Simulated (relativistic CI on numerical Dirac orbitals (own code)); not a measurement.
**Sensitivity of the levels of Cs³⁶⁺ to α and to the nuclear radius**

Method of calculation: Dirac-Coulomb-Breit CI, separate exchange-only KLI orbitals for each configuration, derivatives by finite differences, unscaled Slater integrals, QED left out (own radial code, finite nucleus).

Configuration list (outside the closed core [Ne]): 3s²3p⁶3d, 3s²3p⁵3d², 3s3p⁶3d², 3s²3p⁶4s, 3s²3p⁶4p, 3p⁶3d³, 3p⁵3d⁴. Double excitations out of closed p, d and f shells are left out; levels of such configurations are missing from the list, as are those of other unlisted configurations, and high levels can miss mixing partners.

With x = (α/α₀)² − 1 an excitation energy changes as ω = ω₀ + qx; K = 2q/ω₀ is the relative enhancement. Terms are leading LS components, so labels can repeat. The field-shift factor is F = δν/δ⟨r²⟩ for the transition from the lowest level.

Lowest level 3s²3p⁶3d ²D3/2.

```tsv
Level	ω₀ (cm⁻¹)	q (cm⁻¹)	F (GHz/fm²)
3s²3p⁶3d ²D5/2	148623	149000	1.42
3s²3p⁵3d² ⁴D°1/2	1353757	69280	4.45
3s²3p⁵3d² ⁴D°3/2	1362961	57340	4.5
3s²3p⁵3d² ⁴F°5/2	1401694	58410	4.64
3s²3p⁵3d² ⁴G°7/2	1426554	49920	4.55
3s²3p⁵3d² ⁴D°5/2	1490772	185100	5.7
3s²3p⁵3d² ⁴G°9/2	1519616	187900	5.9
3s²3p⁵3d² ⁴P°3/2	1520654	88280	4.55
3s²3p⁵3d² ⁴D°7/2	1523735	202500	5.9
3s²3p⁵3d² ²D°3/2	1549591	193000	5.6
3s²3p⁵3d² ⁴P°5/2	1561099	196800	5.88
3s²3p⁵3d² ⁴G°11/2	1567476	212400	6.27
3s²3p⁵3d² ²G°7/2	1585133	192900	5.91
3s²3p⁵3d² ⁴P°1/2	1616500	202700	5.59
3s²3p⁵3d² ²F°7/2	1640706	197600	6.15
3s²3p⁵3d² ²D°5/2	1651877	208500	6.16
3s²3p⁵3d² ⁴F°9/2	1655976	233100	6.44
3s²3p⁵3d² ²D°3/2	1667832	206500	5.77
3s²3p⁵3d² ²H°11/2	1693095	300400	7.21
3s²3p⁵3d² ²D°5/2	1714486	327400	7.01
3s²3p⁵3d² ²D°3/2	1750287	244700	2.66
3s²3p⁵3d² ²F°7/2	1752639	332600	7.06
3s²3p⁵3d² ²G°9/2	1758604	290700	7.09
```

At this charge energies of transitions that change n are usually good to better than 1 %, and those within a shell (Δn = 0) to a few per cent.

(1) Which transition from the lowest level has the largest |K|?

## Answers

(1) 3s²3p⁶3d ²D5/2 at 148623 cm⁻¹, K = 2.
